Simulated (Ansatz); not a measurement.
Ligand exchange: GaH2Cl + C2H6S → GaH2(SH) + C2H5Cl

Species: GaH2Cl `[Cl][GaH2]`, singlet; C2H6S (ethanethiol) `CCS`, singlet; GaH2(SH), singlet; C2H5Cl (chloroethane) `CCCl`, singlet. The partners trade Cl for SH: Ga–Cl and C–SH bonds give way to Ga–SH and C–Cl.

Shapes, held fixed at every level: PBE0-D4/def2-TZVP. Flexible molecules stand in one conformer, not always the lowest. Programs: Ansatz 0.2.0. The zero-point and thermal change to 298 K, harmonic and unscaled (PBE0-D4/def2-TZVP), is 0.0 kJ/mol.

```json
{"level": "SPW92/def2-TZVPP", "kind": "LDA", "ΔH(298 K) (kJ/mol)": "+26.1", "less CCSD(T)/def2-TZVPP": "-7.0"}
{"level": "PBE-D4/def2-TZVPP", "kind": "GGA", "ΔH(298 K) (kJ/mol)": "+28.1", "less CCSD(T)/def2-TZVPP": "-5.0"}
{"level": "B3LYP-D4/def2-TZVPP", "kind": "global hybrid", "ΔH(298 K) (kJ/mol)": "+32.6", "less CCSD(T)/def2-TZVPP": "-0.5"}
{"level": "wB97X-V/def2-TZVPP", "kind": "range-separated hybrid", "ΔH(298 K) (kJ/mol)": "+35.1", "less CCSD(T)/def2-TZVPP": "+2.0"}
{"level": "MP2/def2-SVP", "kind": "perturbation theory", "ΔH(298 K) (kJ/mol)": "+40.5", "less CCSD(T)/def2-TZVPP": "+7.4"}
{"level": "CCSD/def2-SVP", "kind": "coupled cluster or CI", "ΔH(298 K) (kJ/mol)": "+39.8", "less CCSD(T)/def2-TZVPP": "+6.7"}
{"level": "CCSD(T)/def2-TZVPP", "kind": "coupled cluster or CI", "ΔH(298 K) (kJ/mol)": "+33.1", "less CCSD(T)/def2-TZVPP": "0.0"}
```

The highest level, CCSD(T)/def2-TZVPP, gives ΔH(298 K) = +33.1 kJ/mol; the levels span +26.1 to +40.5. The column of differences is taken from that level and isn't an error. No measured value is set beside it here. Relativity is left out for Ga unless named. Correlated rows may include outer-core shells of Ga, which these sets cover unevenly.
